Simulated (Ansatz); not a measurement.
`OC[SiH2]O` + `N[SiH2]N` → `N[SiH2]N[SiH2]O` + CH₃OH  (ligand exchange at the Si–C bond)

Isolated molecules relaxed with PBE0-D4/def2-TZVP in Ansatz; ΔE leaves out vibrations. CCSD(T)/CBS is the MP2 limit (def2-TZVPP, def2-QZVPP) plus CCSD(T) − MP2 in def2-TZVPP, frozen cores. This one scheme is used for every species. Functionals use def2-TZVPP. B3LYP here is the variant with VWN-RPA as its local correlation; programs differ in this. One conformer a species, not always the lowest.

`OC[SiH2]O`:

Z-matrix (Å, degrees):
```
C
Si 1 1.881
O 1 1.422 2 110.3
H 1 1.101 2 111.0 3 -123.9
H 1 1.094 2 110.6 3 118.3
O 2 1.658 1 107.3 3 47.6
H 2 1.492 1 111.0 3 168.9
H 2 1.482 1 110.8 3 -67.8
H 3 0.962 1 108.0 2 -44.8
H 6 0.957 2 117.7 1 92.1
```

`N[SiH2]N`:

Z-matrix (Å, degrees):
```
Si
N 1 1.711
N 1 1.711 2 108.5
H 1 1.493 2 103.5 3 -125.0
H 1 1.493 2 117.1 3 116.6
H 2 1.006 1 120.5 3 150.7
H 2 1.007 1 121.6 3 -58.1
H 3 1.006 1 120.5 2 150.7
H 3 1.007 1 121.6 2 -58.1
```

`N[SiH2]N[SiH2]O`:

```xyz
13

N    -1.559    1.830   -0.478
Si   -0.059    1.332    0.180
N    -0.136   -0.332    0.623
Si    1.001   -1.595    0.367
O     0.491   -2.751   -0.689
H    -1.895    2.765   -0.316
H    -1.928    1.442   -1.330
H     1.117    1.415   -0.730
H     0.152    2.257    1.327
H    -0.969   -0.588    1.140
H     2.241   -0.939   -0.118
H     1.227   -2.359    1.615
H     0.317   -2.476   -1.591
```

CH₃OH:

```xyz
6

C    -0.036   -0.187   -0.301
O     0.165    0.955    0.499
H    -0.001    0.140   -1.340
H    -1.012   -0.656   -0.124
H     0.747   -0.942   -0.156
H     0.136    0.690    1.421
```

```tsv
level	ΔE (kcal/mol)
ωB97X-V	-21.2
B2PLYP	-21.9
PBE	-18.8
PBE0	-20.2
B3LYP	-20.9
SCS-MP2/def2-TZVPP	-23.2
CCSD(T)/def2-TZVPP	-22.4
MP2/def2-QZVPP	-22.9
```

Problem. What does CCSD(T)/CBS give? (Estimate.)

Solution. Ansatz gave: -22.1 kcal/mol. The listed levels differ from it by 0.9, 0.2, 3.3, 1.9, 1.2, -1.1, -0.3, -0.8 kcal/mol.

Largest T1 diagnostic among the species: 0.011.

From PBE to PBE0 (25 % exact exchange), in def2-TZVPP and without D4, ΔE moves by −1.4 kcal/mol. The D4 term adds −0.7 kcal/mol with B3LYP and −0.5 kcal/mol with PBE0; it sums over pairs of atoms, weighted by their polarisabilities, and B3LYP, whose exchange is more repulsive, gets the larger term. In def2-TZVPP, CCSD(T) changes the Hartree–Fock value by +1.9 kcal/mol (the triples alone add +0.2 kcal/mol) and MP2 by +1.3 kcal/mol.
